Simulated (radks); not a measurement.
Species: Se5+. Configuration: [Ar] 3d10 4s1.

Calculated with a radial shooting solver on a logarithmic mesh with Libxc functionals: scalar-relativistic Kohn-Sham, PBE, spin-polarised, spherical densities, finite nucleus; open shells are filled with parallel spins first; Fermi nuclear charge, rms radius 4.14 fm.

Energy parts (eV):
part                       energy
total                  -65949.823
kinetic                 67301.920
electron-nucleus      -156971.271
Hartree                 26058.752
exchange-correlation    -2339.224

Orbitals (lengths in bohr, moments of r in powers of bohr):
orbital  occ.  eigenvalue (eV)   <1/r>      <r>
1s up       1        -12576.13   34.56  0.04408
1s down     1        -12576.01   34.56  0.04408
2s up       1        -1676.931   7.633   0.1959
2s down     1        -1676.859   7.633   0.1959
2p up       3        -1483.530   7.476   0.1711
2p down     3        -1483.451   7.476   0.1711
3s up       1        -282.5219   2.491   0.5732
3s down     1        -282.3132   2.492   0.5728
3p up       3        -221.9472   2.340   0.5880
3p down     3        -221.7043   2.342   0.5872
3d up       5        -121.8023   2.049   0.6206
3d down     5        -121.4605   2.055   0.6177
4s up       1         -76.3920  0.8687    1.537
4s down     0         -74.4716  0.8731    1.530

The highest occupied level is 4s up at -76.392 eV. The density falls to 0.001 e/bohr^3 at r = 2.66 bohr. Spin moment in Bohr magnetons: 1. The electron density at the nucleus is 4.027e+04 e/bohr^3 (large components only). For comparison, the ionisation energy in NIST's Atomic Spectra Database is 81.83 eV (measured). In exact Kohn-Sham theory the highest level is minus the ionisation energy, but local and semilocal functionals leave it too shallow, through self-interaction and a potential that decays too fast; potentials with the right tail come closer. The spin density at the nucleus is 42.72 e/bohr^3 (1s 0.25, 2s 0.12, 3s -0.25, 4s 42.61). Summed over all electrons, <r^2> = 10.89 bohr^2, which gives a Langevin (diamagnetic) susceptibility term of -8.63 x 10^-6 cm^3/mol.
